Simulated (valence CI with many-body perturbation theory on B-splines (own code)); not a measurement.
## Which ion has this spectrum?

A relativistic CI+MBPT calculation for an atom or ion with 31 electrons gives these levels (eV):

| J | Parity | E | g |
| --- | --- | --- | --- |
| 1/2 | odd | 0.00 | 0.66 |
| 3/2 | odd | 72.88 | 1.33 |
| 1/2 | even | 86.68 | 2.23 |
| 3/2 | even | 147.87 | 1.66 |
| 5/2 | even | 155.45 | 1.37 |
| 3/2 | even | 166.38 | 0.97 |
| 1/2 | even | 169.06 | 1.22 |
| 3/2 | even | 218.82 | 0.84 |
| 5/2 | even | 221.29 | 1.38 |
| 5/2 | even | 239.04 | 1.24 |
| 1/2 | even | 241.97 | 1.87 |
| 3/2 | even | 245.79 | 1.18 |
| 3/2 | odd | 253.85 | 1.33 |
| 3/2 | odd | 287.50 | 0.50 |

The energies are calculated, and their last digits are not significant.

(1) Which is it?
A. Tm38+
B. Er37+
C. Lu40+
D. Yb39+

Results:

(1) D. Yb39+, ground level (4s^2 4p1/2) J=1/2.
